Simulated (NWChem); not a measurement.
Molecule: C$_{5}$H$_{5}$F; SMILES FC1C=CC=C1

```xyz
11

F      0.2822     1.9472     0.0000
C     -0.3664     0.7417     0.0000
C     -0.0829    -0.1406     1.1842
C      0.1549    -1.3863     0.7374
C      0.1549    -1.3863    -0.7374
C     -0.0829    -0.1406    -1.1842
H     -1.4598     0.9485     0.0000
H     -0.1446     0.2006     2.2178
H      0.3232    -2.2718     1.3531
H      0.3232    -2.2718    -1.3531
H     -0.1446     0.2006    -2.2178
```
Atoms are numbered in this order, from 1.

Level: PBE0/def2-SVP (NWChem), optimised geometry, unscaled harmonic frequencies. 

```csv
frequency (cm⁻¹),IR intensity (km/mol)
193,0.0
338,1.4
554,0.1
564,9.8
684,31.0
726,0.6
794,2.8
851,46.7
903,25.9
975,1.2
979,0.4
1010,3.8
1060,13.4
1078,19.3
1090,8.8
1201,72.7
1251,0.7
1325,0.4
1328,25.9
1405,51.3
1626,4.0
1690,0.4
2993,13.7
3230,5.6
3241,3.9
3264,0.9
3267,0.3
```

| Quantity | Result |
|---|---|
| zero-point energy | 53.8 kcal/mol |
| thermal correction to the enthalpy at 298.15 K (with zero-point energy) | 57.4 kcal/mol |
| heat capacity Cv | 17.9 cal/(mol K) |
| entropy at 298.15 K and 1 atm (symmetry number 1) | 71.4 cal/(mol K) |
| dipole moment | 1.75 D |

Rigid rotor and harmonic oscillator.
